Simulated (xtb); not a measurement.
I3Zr (SMILES [I][Zr]([I])[I]), doublet, at a GFN2-xTB geometry (such geometries of metal compounds can be far from the true shape) (the multiplicity is a formal guess); GFN1-xTB (xtb 6.7.1).

The xtb input:
```
$ xtb mol.xyz --gfn 1 --uhf 1 --hess --json

# file mol.xyz
4

Zr    -0.36838690     0.35251267     0.73412604
I     -1.91094093    -1.65624311    -0.43739609
I      0.06579663     2.21046464    -1.30217845
I      2.12317215    -0.82026883     1.18551715
```

It wrote (shortened):

```
   ID    Z sym.   atoms
    1   40 Zr     1
    2   53 I      2-4

           -------------------------------------------------
          |                Calculation Setup                |
           -------------------------------------------------

           -------------------------------------------------
          |                 G F N 1 - x T B                 |
           -------------------------------------------------

          ...................................................
          :                      SETUP                      :
          :.................................................:
          :  # basis functions                  40          :
          :  # atomic orbitals                  36          :
          :  # shells                           12          :
          :  # electrons                        25          :
          :  # halogen bonds                     0          :
          :  max. iterations                   250          :
          :  Hamiltonian                  GFN1-xTB          :
          :  restarted?                      false          :
          :  GBSA solvation                  false          :
          :  PC potential                    false          :
          :  electronic temp.          300.0000000     K    :
          :  accuracy                    1.0000000          :
          :  -> integral cutoff          0.2500000E+02      :
          :  -> integral neglect         0.1000000E-07      :
          :  -> SCF convergence          0.1000000E-05 Eh   :
          :  -> wf. convergence          0.2000000E-04 e    :
          :  Broyden damping             0.4000000          :
          :  net charge                          0          :
          :  unpaired electrons                  1          :
          ...................................................

 iter      E             dE          RMSdq      gap      omega  full diag
   1    -14.1305729 -0.141306E+02  0.331E+01    0.26       0.0  T
   2    -13.1640437  0.966529E+00  0.169E+01    0.03       1.0  T
   3    -13.0996426  0.644012E-01  0.127E+01    0.02       1.0  T
   4    -24.4538668 -0.113542E+02  0.531E+01    0.00       1.0  T
   5    -13.3196855  0.111342E+02  0.478E+00    0.06       1.0  T
   6    -25.2344062 -0.119147E+02  0.543E+01    0.00       1.0  T
   7    -13.4689908  0.117654E+02  0.279E+01    0.33       1.0  T
   8    -13.1174590  0.351532E+00  0.113E+01    0.02       1.0  T
   9    -13.1602605 -0.428014E-01  0.956E+00    0.03       1.0  T
  10    -13.2519230 -0.916625E-01  0.675E+00    0.04       1.0  T
  11    -13.2680391 -0.161161E-01  0.619E+00    0.05       1.0  T
  12    -13.2786119 -0.105728E-01  0.582E+00    0.05       1.0  T
  13    -13.2791083 -0.496366E-03  0.580E+00    0.05       1.0  T
  14    -13.2976151 -0.185068E-01  0.503E+00    0.05       1.0  T
  15    -13.3165958 -0.189808E-01  0.404E+00    0.06       1.0  T
  16    -13.3443918 -0.277959E-01  0.203E+00    0.07       1.0  T
  17    -13.3518653 -0.747348E-02  0.844E-01    0.07       1.0  T
  18    -13.3535246 -0.165940E-02  0.115E-01    0.08       1.0  T
  19    -13.3534744  0.502919E-04  0.157E-01    0.08       1.0  T
  20    -13.3533374  0.136916E-03  0.255E-01    0.08       1.0  T
  21    -13.3534194 -0.819760E-04  0.199E-01    0.08       1.0  T
  22    -13.3534775 -0.580825E-04  0.145E-01    0.08       1.0  T
  23    -13.3535150 -0.375327E-04  0.964E-02    0.08       1.0  T
  24    -13.3535344 -0.193444E-04  0.561E-02    0.08       1.0  T
  25    -13.3535414 -0.705745E-05  0.306E-02    0.08       1.6  T
  26    -13.3535438 -0.240827E-05  0.133E-02    0.08       3.8  T
  27    -13.3535444 -0.535268E-06  0.289E-03    0.08      17.3  T
  28    -13.3535444 -0.264674E-07  0.797E-05    0.08     627.1  T
  29    -13.3535444 -0.203251E-10  0.686E-06    0.08    7286.4  T

   *** convergence criteria satisfied after 29 iterations ***

         :::::::::::::::::::::::::::::::::::::::::::::::::::::
         ::                     SUMMARY                     ::
         :::::::::::::::::::::::::::::::::::::::::::::::::::::
         :: total energy             -13.313062911934 Eh    ::
         :: gradient norm              0.025259756827 Eh/a0 ::
         :: HOMO-LUMO gap              0.079287667719 eV    ::
         ::.................................................::
         :: SCC energy               -13.353544403015 Eh    ::
         :: -> electrostatic           0.037574570618 Eh    ::
         :: repulsion energy           0.043220705613 Eh    ::
         :: dispersion energy         -0.002739214532 Eh    ::
         :: halogen bond corr.         0.000000000000 Eh    ::
         :: add. restraining           0.000000000000 Eh    ::
         :: total charge              -0.000000000024 e     ::
         :::::::::::::::::::::::::::::::::::::::::::::::::::::

           -------------------------------------------------
          |                Numerical Hessian                |
           -------------------------------------------------
step length          :   0.00500
SCC accuracy         :   0.30000
Hessian scale factor :   1.00000
frozen atoms in %    :   0.00000    0
RMS gradient         :   0.02526 !! INCOMPLETELY OPTIMIZED GEOMETRY !!
estimated CPU  time      0.00 min

writing file <hessian>.

 projected vibrational frequencies (cm⁻¹)
eigval :       -0.00    -0.00    -0.00    -0.00     0.00     0.00
eigval :       43.97    43.97    55.75   219.84   277.20   277.20
           -------------------------------------------------
          |                Property Printout                |
           -------------------------------------------------

    * Orbital Energies and Occupations

         #    Occupation            Energy/Eh            Energy/eV
      -------------------------------------------------------------
         1        2.0000           -0.8498417             -23.1254
         2        2.0000           -0.8498417             -23.1254
[...]
     1Zr    0.61181  0.72263   0.538  1.188  1.662
     2I    -0.20394 -0.24088   1.897  5.316 -0.009
     3I    -0.20394 -0.24088   1.897  5.316 -0.009
     4I    -0.20394 -0.24088   1.897  5.316 -0.009

Wiberg/Mayer (AO) data.
largest (>0.10) Wiberg bond orders for each atom

 ---------------------------------------------------------------------------
     #   Z sym  total        # sym  WBO       # sym  WBO       # sym  WBO
 ---------------------------------------------------------------------------
     1  40 Zr   3.832 --     2 I    1.277     3 I    1.277     4 I    1.277
     2  53 I    1.329 --     1 Zr   1.277
     3  53 I    1.329 --     1 Zr   1.277
     4  53 I    1.329 --     1 Zr   1.277
 ---------------------------------------------------------------------------

Topologies differ in total number of bonds
Writing topology from bond orders to xtbtopo.mol

 dipole moment from electron density (au)
     X       Y       Z
  -1.1007   1.0533   2.1934  total (Debye):    6.788

           -------------------------------------------------
          |               Frequency Printout                |
           -------------------------------------------------
 projected vibrational frequencies (cm⁻¹)
eigval :       -0.00    -0.00    -0.00    -0.00     0.00     0.00
Molecule has the following symmetry elements: (C3) 3*(sigma)
It seems to be the C3v point group
eigval :       43.97    43.97    55.75   219.84   277.20   277.20
 reduced masses (amu)
   1:124.16   2:120.26   3:120.66   4:125.96   5:125.27   6:120.47   7:122.79   8:122.79
   9:112.11  10:112.92  11:104.22  12:104.22
 IR intensities (km·mol⁻¹)
   1:  1.05   2:  0.10   3:  0.57   4:  0.15   5:  0.92   6:  0.13   7:  2.73   8:  2.73
   9: 10.64  10: 14.98  11: 27.83  12: 27.83
 Raman intensities (Ä⁴*amu⁻¹)
   1:  0.00   2:  0.00   3:  0.00   4:  0.00   5:  0.00   6:  0.00   7:  0.00   8:  0.00
   9:  0.00  10:  0.00  11:  0.00  12:  0.00
 output can be read by thermo (or use thermo option).
 writing <g98.out> molden fake output.
 recommended (thermochemical) frequency scaling factor: 1.0
           -------------------------------------------------
          |             Thermodynamic Functions             |
           -------------------------------------------------

c3v symmetry found (for desy threshold:  0.10E+00) used in thermo

          ...................................................
          :                      SETUP                      :
          :.................................................:
          :  # frequencies                           6      :
          :  # imaginary freq.                       0      :
          :  linear?                             false      :
          :  only rotor calc.                    false      :
          :  symmetry                              c3v      :
          :  rotational number                       3      :
          :  scaling factor                  1.0000000      :
          :  rotor cutoff                   50.0000000 cm⁻¹ :
          :  imag. cutoff                  -20.0000000 cm⁻¹ :
          :.................................................:

    mode    ω/cm⁻¹     T·S(HO)/kcal·mol⁻¹    T·S(FR)/kcal·mol⁻¹   T·S(vib)
   ------------------------------------------------------------------------
       1     43.97    -1.51213 ( 37.42%)    -1.09456 ( 62.58%)    -1.25083
       2     43.97    -1.51213 ( 37.42%)    -1.09456 ( 62.58%)    -1.25083
       3     55.75    -1.37218 ( 60.71%)    -1.02426 ( 39.29%)    -1.23549
       4    219.84    -0.58449 ( 99.73%)    -0.61784 (  0.27%)    -0.58458
       5    277.20    -0.46240 ( 99.89%)    -0.54916 (  0.11%)    -0.46249
       6    277.20    -0.46240 ( 99.89%)    -0.54916 (  0.11%)    -0.46249
   ------------------------------------------------------------------------

   temp. (K)  partition function   enthalpy   heat capacity  entropy
                                   cal/mol     cal/K/mol   cal/K/mol   J/K/mol
 298.15  VIB   326.                 2476.945      9.554     17.598
         ROT  0.170E+07              888.752      2.981     31.487
         INT  0.553E+09             3365.698     12.534     49.085
         TR   0.992E+28             1481.254      4.968     44.323
         TOT                        4846.9516    17.5026    93.4083   390.8202

       T/K    H(0)-H(T)+PV         H(T)/Eh          T*S/Eh         G(T)/Eh
   ------------------------------------------------------------------------
    298.15    0.772411E-02    0.981530E-02    0.443813E-01   -0.345660E-01
   ------------------------------------------------------------------------

         :::::::::::::::::::::::::::::::::::::::::::::::::::::
         ::                  THERMODYNAMIC                  ::
         :::::::::::::::::::::::::::::::::::::::::::::::::::::
         :: total free energy         -13.347628895999 Eh   ::
         ::.................................................::
         :: total energy              -13.313062911934 Eh   ::
         :: zero point energy           0.002091186094 Eh   ::
         :: G(RRHO) w/o ZPVE           -0.036657170159 Eh   ::
         :: G(RRHO) contrib.           -0.034565984065 Eh   ::
         :::::::::::::::::::::::::::::::::::::::::::::::::::::

           -------------------------------------------------
          | TOTAL ENERGY              -13.313062911934 Eh   |
          | TOTAL ENTHALPY            -13.303247616872 Eh   |
          | TOTAL FREE ENERGY         -13.347628895999 Eh   |
          | GRADIENT NORM               0.025259725510 Eh/α |
          | HOMO-LUMO GAP               0.079287615102 eV   |
           -------------------------------------------------
########################################################################
[WARNING] Runtime exception occurred
-1- hessian_numhess: Hessian on incompletely optimized geometry!
########################################################################

normal termination of xtb
```
